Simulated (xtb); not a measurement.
H7N3Si, SMILES N[SiH](N)N. All values are semi-empirical tight-binding results from xtb (GFN2-xTB unless named), good for trends rather than for accurate numbers. Geometry: GFN2-xTB. One conformer was computed; it need not be the lowest.

Optimised geometry:

```xyz
11

Si     0.0033     0.1768     0.3148
N     -0.8341     1.2503    -0.7559
N      1.6250    -0.1661    -0.1612
N     -0.7293    -1.3947     0.3450
H      0.0748     0.9065     1.5825
H     -1.7194     1.6234    -0.4554
H     -0.8981     0.9917    -1.7282
H      2.2202     0.6232    -0.3477
H      1.7641    -0.8684    -0.8694
H     -1.7003    -1.4505     0.6072
H     -0.2183    -2.1280     0.8091
```
Charge 0, spin multiplicity 1.

```
Property                                          Value
----------------------------------------  -------------
orbital gap                                     6.98 eV
dipole moment                                    1.36 D
zero-point energy                         53.2 kcal/mol
G − E(el) at 298.15 K (modified RRHO)     34.6 kcal/mol
static polarisability (D4 model)             60.4 bohr³
solvation energy, GFN2-xTB/ALPB(water)    -5.8 kcal/mol
solvation energy, GFN2-xTB/ALPB(benzene)  -3.3 kcal/mol
```

**Question.** Give the atomic charges and the Wiberg bond orders between heavy atoms. (Estimate from the structure and the level; the computed values follow.)

**Answer.** charges (e) Si1 0.51, N2 -0.43, N3 -0.42, N4 -0.42, H5 -0.10, H6 0.14, H7 0.14, H8 0.14, H9 0.15, H10 0.13, H11 0.15. Bond orders Si1–N2 1.07, Si1–N3 1.08, Si1–N4 1.09.
